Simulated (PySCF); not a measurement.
A structure optimised at PBE-D3(BJ)/def2-SVP, used in a PySCF frequency run:

```
C
H 1 1.1128
O 1 1.4336 2 104.80
H 3 0.9765 1 106.80 2 -177.16
C 1 1.5357 2 108.55 3 -120.34
H 5 1.1137 1 108.74 2 64.08
H 5 1.1140 6 106.27 1 -118.91
Si 5 1.8902 6 106.74 7 -115.00
F 8 1.6438 5 107.73 6 36.87
H 8 1.5005 9 107.43 5 -121.33
H 8 1.5031 10 110.54 9 117.75
Si 1 1.9233 2 107.15 3 115.40
H 12 1.5009 1 110.15 2 -56.05
H 12 1.5079 13 109.25 1 117.80
H 12 1.5100 13 109.45 14 118.74
```
Charge 0, spin multiplicity 1.

**Question.** Write its SMILES and formula.

**Answer.** O[C@H]([SiH3])C[SiH2]F, C2H9FOSi2

**Question.** What are its rotational constants (standard atomic weights)?

**Answer.** 3.9297, 1.0429, 0.86741 GHz
